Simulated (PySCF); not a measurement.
# HfCl₃, doublet: molecular constants

These are results of UPBE0/[Hf def2-TZVP with ECP60, Cl def2-TZVP], scalar-relativistic core potentials, density fitting, no spin–orbit coupling, PySCF, not measurements.

The structure is a minimum.

| Item | Value |
| --- | --- |
| Point group | D3h |
| Bond lengths | Hf–Cl 2.325 Å (×3) |
| Bond angles | Cl–Hf–Cl 120.0° (×3) |
| Principal quadrupole moments (Buckingham, traceless) about the centre of mass | -2.73, -2.73, 5.47 D Å |
| Enthalpy at 298.15 K above 0 K | 18.65 kJ/mol |
| Rotational constants | 0.05945, 0.05945, 0.02973 cm⁻¹ |
| Rotational symmetry number | 6 |
| Lowest empty level (β) | -2.50 eV |
| Zero-point energy | 8.2 kJ/mol |
| Heat capacity Cp at 298.15 K | 76.8 J/(mol K) |
| Highest occupied level (α) | -6.18 eV |
| Atomisation energy without zero-point energy | 1504 kJ/mol |
| Entropy at 298.15 K and 1 bar (electronic part: spin only) | 356.1 J/(mol K) |
| Spin squared ⟨S²⟩ | 0.753 |
| Dipole moment | 0.00 D |
| Principal polarisabilities | 71.0, 81.5, 81.5 bohr³ |

Harmonic modes (masses in u: Hf 179.947, Cl 34.969):
| symmetry | ω (cm⁻¹) | IR (km/mol, summed over degenerate members) | μ (u) | type |
| --- | --- | --- | --- | --- |
| a2'' | 53 | 3.3 | 49.72 | bend |
| e' | 85 | 2.8 | 38.88 | bend |
| a1' | 372 | 0.0 | 34.97 | stretch |
| e' | 392 | 180 | 43.50 | stretch |

In D3h the vibrations span a2'' + 2e' + a1'. The a1' mode carries no infrared intensity, as symmetry demands.

Charges (e):
| atom | Mulliken | Löwdin | polar tensor | spin (Mulliken) | Mayer order to Hf1 |
| --- | --- | --- | --- | --- | --- |
| Hf1 | 1.00 | -0.20 | 1.62 | 1.07 | – |
| Cl2,3,4 | -0.33 | 0.07 | -0.54 | -0.02 | 1.15 |

Mulliken populations on Hf1 (electrons outside its core potential): s 2.64, p 6.29, d 1.97, f 0.10.

Outer orbital energies (eV). α occupied: -10.94, -10.13, -10.13, -10.01, -10.01, -9.91, -9.64, -6.18; empty: -2.23, -2.23, -1.26, -1.26. β occupied: -10.92, -10.92, -10.12, -10.12, -10.02, -10.02, -9.92, -9.65; empty: -2.50, -1.76, -1.76, -1.12.

Formally Hf is in oxidation state +3, d1, with 1 unpaired electron. The Mulliken spin on Hf is 1.07. The polar-tensor charge on Hf, 1.62, is far below the formal one.

Only a few start shapes were tried, so a lower isomer may exist. With open d or f shells other occupations or spin states may lie lower. Spin–orbit coupling, left out here, can matter for elements this heavy.

The final relaxation and frequency run took 64 s on 4 threads of a shared Arm Neoverse V2 host, with 151 basis functions and 8 gradients; the process peaked at 1.5 GiB. Launch command: `OMP_NUM_THREADS=4 python axn.py task.json out`.
